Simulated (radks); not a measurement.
Problem. These are the eigenvalues of the occupied orbitals of an atom or ion with whole-number occupations (hartree). All-electron calculation, scalar-relativistic Kohn-Sham, exchange-only LDA, spin-polarised, spherical densities, point nucleus. Program: a radial shooting solver on a logarithmic mesh with Libxc functionals.

orbital  eigenvalue
1s        -1065.545
2s        -161.3720
2p        -145.0085
3s        -31.58480
3p        -26.23741
3d        -17.97964
4s         -5.49239
4p         -3.87232
4d         -1.53197
5s         -0.92744

Which element is it, and in what charge state? The configuration may be excited. Open shells, if any, are filled with parallel spins first.

Solution. Z = 50, tin, charge +2: Sn2+ in [Kr] 4d10 5s2. The list shows which subshells hold electrons but not how many an open one holds; the 1s level, -1065.5 hartree, gives Z - s = 46.2 by -(Z - s)^2/2, which with screening and relativity narrows Z to a few neighbours, and the depths of the outer levels then fix element, charge and occupations together.
